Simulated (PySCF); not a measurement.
Geometries of 2 isomers of C5H5FP2, from PySCF, PBE0-D3(BJ)/def2-SVP geometry optimisation, gas phase. One conformer each, no zero-point energy, no frequencies.

Question: Which is lower in electronic energy at this level?
A.
```xyz
13
angstrom
C      1.979   -0.600    0.074
C      0.507   -0.311   -0.054
C      0.052    0.970    0.272
C     -1.255    1.436    0.212
P     -2.706    0.614   -0.270
C     -2.076   -0.964   -0.660
F     -3.007   -1.839   -1.075
P     -0.470   -1.644   -0.616
H      2.206   -1.663   -0.094
H      2.556   -0.015   -0.661
H      2.349   -0.326    1.075
H      0.812    1.684    0.614
H     -1.418    2.478    0.510
```
B.
```xyz
13
angstrom
C      2.479    0.004   -0.245
C      0.972   -0.011   -0.108
P      0.241   -1.594    0.019
C     -1.452   -1.262    0.187
C     -2.101   -0.032    0.212
C     -1.468    1.196    0.099
F     -2.264    2.270    0.142
P      0.234    1.561   -0.096
H      2.857    1.007   -0.495
H      2.961   -0.307    0.696
H      2.819   -0.692   -1.028
H     -2.084   -2.152    0.282
H     -3.190    0.000    0.324
```

Answer: B. That is `Cc1pccc(F)p1`, 3.0 kcal/mol below the other.

```json
{"SMILES": "Cc1pccc(F)p1", "atoms numbered as above": "[CH3:1][c:2]1[p:3][cH:4][cH:5][c:6]([F:7])[p:8]1", "E (Eh)": "-975.05879", "relative (kcal/mol)": "0.0", "relative (kJ/mol)": "0.0", "dipole (D)": "1.07"}
{"SMILES": "Cc1ccpc(F)p1", "atoms numbered as above": "[CH3:1][c:2]1[cH:3][cH:4][p:5][c:6]([F:7])[p:8]1", "E (Eh)": "-975.05408", "relative (kcal/mol)": "3.0", "relative (kJ/mol)": "12.4", "dipole (D)": "3.32"}
```
